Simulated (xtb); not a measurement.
FZn (SMILES [F][Zn]), doublet, from a rough starting geometry (GFN-xTB shapes and energies of metal compounds can be far from the true ones) (the spin is typed, not shown lowest).

Here is a job for xtb.
```
$ xtb mol.xyz --gfn 2 --uhf 1 --opt vtight --json

# file mol.xyz
2

Zn    -0.42946344    -0.44724958    -0.62336815
F      0.43307991     0.43587015     0.65152830
```

Problem. Estimate the dipole moment that GFN2-xTB in xtb returns for this input.

Solution. 2.68 D

Problem. What total energy at the end of the optimisation does GFN2-xTB give?

Solution. -5.2852 Eh
